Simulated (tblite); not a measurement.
Compound: (GeH3)3P, Ge3H9P.
InChI=1S/Ge3H9P/c1-4(2)3/h1-3H3

Method: GFN2-xTB as coded in tblite; computed harmonic values from a numerical Hessian at the method's own geometry, unscaled. Against measured fundamentals such values can be off by several per cent, at times by over 20. Modes of hydrogen on germanium can be 10 to 20 % off.

Harmonic wavenumbers (cm⁻¹): 67.3, 67.7, 90.7, 92.2, 96.2, 103.6, 315.2, 357.4, 357.6, 429.1, 430.7, 430.8, 483.4, 483.6, 483.7, 745.6, 745.8, 779.3, 840.2, 840.4, 847.0, 852.7, 855.6, 855.7, 1887.4, 1888.0, 1888.9, 1975.7, 1976.4, 1995.2, 2000.9, 2016.2, 2017.8.

A = 991.6, B = 990.9, C = 545.9 MHz; mass 261.808 u (most abundant isotopes); point group C3v, symmetry number 3.

Task: What is the zero-point energy?

Result: Half the sum of the wavenumbers: 14649 cm⁻¹ = 175.24 kJ/mol.

Task: What is S at 350 K and 1 bar for an ideal gas of classical rigid rotors and harmonic oscillators?

Result: Translation 181.63, rotation 121.62, vibration 158.21: S = 461.5 J/(mol K).

Task: And Cp and H(350 K) − H(0)?

Result: Cp = 174.34 J/(mol K), of which vibrations give 141.08 (their classical limit is 33 R = 274.4); H(350 K) − H(0) = 39.35 kJ/mol without the zero-point energy, 27.71 from vibrations.

Task: Which modes carry the vibrational entropy at 350 K?

Result: 67.3 cm⁻¹: 19.02; 67.7 cm⁻¹: 18.98; 90.7 cm⁻¹: 16.57; 92.2 cm⁻¹: 16.43; 96.2 cm⁻¹: 16.08; 103.6 cm⁻¹: 15.47 J/(mol K); the other 27 give 55.66 together.

Task: How do the functions run with temperature in this model?

Result: 
```tsv
T (K)	S (J/(mol K))	Cp (J/(mol K))	H − H(0) (kJ/mol)	G − H(0) (kJ/mol)	ln q(vib)
100	306.2	84.8	6.00	-24.62	2.15
200	377.6	126.1	16.54	-58.98	5.24
300	435.6	160.7	30.97	-99.72	8.12
500	529.2	205.8	68.00	-196.62	13.40
800	635.6	246.1	136.36	-372.12	20.17
1000	692.4	262.5	187.33	-505.07	24.07
```

q(vib) and H(0) count from the zero-point level.

Task: Blend soft modes into free rotors: weight 1/[1 + (100 cm⁻¹/ν̃)⁴] for the oscillator and the rest for a rotor with moment μB/(μ + B), μ = h/(8π²ν), B = 10⁻⁴⁴ kg m². What vibrational entropy results?

Result: 143.08 J/(mol K) in place of 158.21, which changes −T·S at 350 K by +5.30 kJ/mol.

Task: What must be added to the electronic energy to get the Gibbs energy at 350 K and 1 bar?

Result: ZPE + [H(350 K) − H(0)] − T·S = 175.24 + 39.35 − 161.51 = 53.08 kJ/mol.

Hindered rotation and anharmonicity are outside this model.
